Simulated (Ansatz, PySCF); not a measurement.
Species: C3H2O (charge 0, singlet). SMILES: c1cc1=O
Geometry: optimised at B3LYP-D3(BJ)/def2-TZVP (Ansatz, a quantum-chemistry and plane-wave program).

PBE beside other levels, property by property. Valence correlation only, unless marked. UHF or UKS for open shells. Spin-orbit coupling is left out. No relativistic terms. CBS marks a two-point X^-3 extrapolation of the correlation energy; Hartree-Fock from the larger set. The bracket is a focal-point correction in the basis named. Rows marked 298 K are enthalpies with B3LYP-D3(BJ) harmonic zero-point and thermal terms from PySCF. Atomisation energies are electronic, to ground-state atoms; the column to compare with has the core term from cc-pwCVTZ added, other frozen-core levels have none. Anions need diffuse functions, of which def2-TZVPD holds fewer than the aug- sets. The coupled-cluster column (Ansatz) is a level with limits of its own: (a) RI-MP2/CBS(aug-cc-pVTZ,aug-cc-pVQZ)+[CCSD(T)-MP2]/aug-cc-pVTZ; (b) RI-MP2/CBS(cc-pVTZ,cc-pVQZ)+[CCSD(T)-MP2]/cc-pVTZ.

| property | wB97M-V/def2-TZVPD (Ansatz) | wB97X-V/def2-TZVPD (Ansatz) | B2PLYP/def2-TZVPD (Ansatz) | coupled cluster |
|---|---|---|---|---|
| C-H bond dissociation enthalpy, 298 K, to O=c1[c]c1 + H atom (kcal/mol) | 97.1 | 97.1 | 93.8 | 97.5 (b) |
| atomisation energy (kcal/mol) | 660.3 | 659.0 | 652.8 | 658.0 (a) |
| deprotonation enthalpy (C-H bond), 298 K, to O=c1[c-]c1 + H+ (kcal/mol) | 360.7 | 365.1 | 363.7 | 363.9 (a) |

Problem. What does PBE/def2-TZVPD (Ansatz) give for each property, and on which side of coupled cluster does it fall?

Solution. 
- C-H bond dissociation enthalpy, 298 K, to O=c1[c]c1 + H atom: PBE lies 6.8 kcal/mol below coupled cluster; PBE gives 90.7 kcal/mol.
- atomisation energy: PBE lies 34.3 kcal/mol above coupled cluster; PBE gives 692.3 kcal/mol.
- deprotonation enthalpy (C-H bond), 298 K, to O=c1[c-]c1 + H+: PBE lies 0.2 kcal/mol below coupled cluster; PBE gives 363.7 kcal/mol.
